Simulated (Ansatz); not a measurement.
Correlation energies of AlBrClH3OSi (`[SiH3][O][Al]([Cl])[Br]`) by basis set

Cartesian coordinates in Å:
```
Si -0.6618 1.3299 0.3145
O -0.0494 -0.1328 -0.0638
Al 0.7180 -1.5674 -0.3904
Cl -0.3049 -3.0994 -1.3421
Br 2.8511 -1.8606 0.1898
H -1.6024 1.7649 -0.7493
H 0.4358 2.3239 0.4333
H -1.3865 1.2415 1.6079
```

Total charge 0; spin multiplicity 1. Correlated methods include outer-core shells of Br, which these sets cover unevenly. Scalar relativity is left out up to krypton. Geometry: relaxed with PBE0-D4/def2-TZVP. It is one conformer, not always the lowest. Frozen core, restricted reference, Ansatz.

```json
{"basis": "def2-SVP", "HF (Eh)": "-3638.94660", "MP2 corr.": "-0.69266"}
{"basis": "def2-TZVPP", "HF (Eh)": "-3639.70989", "MP2 corr.": "-0.88377"}
{"basis": "def2-QZVPP", "HF (Eh)": "-3639.79250", "MP2 corr.": "-1.25649"}
```

Question: Estimate the CCSD correlation energy and the (T) correction in each basis where they were run (hartree).

Answer: 
```tsv
basis	CCSD corr.	(T)
def2-SVP	-0.73111	-0.01520
def2-TZVPP	-0.92635	-0.03328
```
